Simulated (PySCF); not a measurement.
dibromo-chloro-fluoromethane (CBr2ClF), SMILES FC(Cl)(Br)Br. Atoms are numbered in the order given.

```xyz
5

F     -1.6695    -0.5948     0.0000
C     -0.3493    -0.4117     0.0000
Cl     0.4544    -1.9934     0.0000
Br     0.1342     0.5959    -1.6034
Br     0.1342     0.5959     1.6034
```

Geometry optimised at TPSSh-D3(BJ)/def2-SVP.

Level of theory: PBE/def2-TZVP (PySCF).

Atomic charges (e):

```csv
atom,Löwdin,meta-Löwdin
F1,0.22,-0.20
C2,-1.18,0.22
Cl3,0.37,-0.01
Br4,0.29,-0.01
Br5,0.29,-0.01
```

Computed Mayer and Wiberg (Löwdin basis) orders of the bonds:
```csv
bond,Mayer,Wiberg
F1–C2,1.16,1.85
C2–Cl3,1.17,1.71
C2–Br4,1.09,1.59
C2–Br5,1.09,1.59
```
